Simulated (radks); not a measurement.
Question: The mean radii <r> (bohr) of the occupied orbitals of an atom or ion are listed with their occupations. Method: Dirac Kohn-Sham, PBE, spin-unpolarised, spherical densities, point nucleus; computed with a radial shooting solver on a logarithmic mesh with Libxc functionals.

orbital  occ.      <r>
1s1/2       2  0.03344
2s1/2       2   0.1453
2p1/2       2   0.1236
2p3/2       4   0.1284
3s1/2       2   0.4024
3p1/2       2   0.3956
3p3/2       4   0.4062
3d3/2       4   0.3819
3d5/2       6   0.3854
4s1/2       2    1.006
4p1/2       2    1.083
4p3/2       4    1.110
4d3/2       4    1.417
5s1/2       2    2.586

Name the element and its charge. Open shells, if any, fill j = l - 1/2 first.

Answer: Z = 44, ruthenium, charge +2: Ru2+ in [Kr] 4d4 5s2. The 1s radius gives Z: for a bare nucleus <r> = (2 gamma + 1)/(2Z) with gamma = sqrt(1 - (Z/c)^2), 0.03289 bohr for Z = 44, and screening makes it slightly larger (0.03344 here). The occupations add up to 42, and the charge is Z minus that.
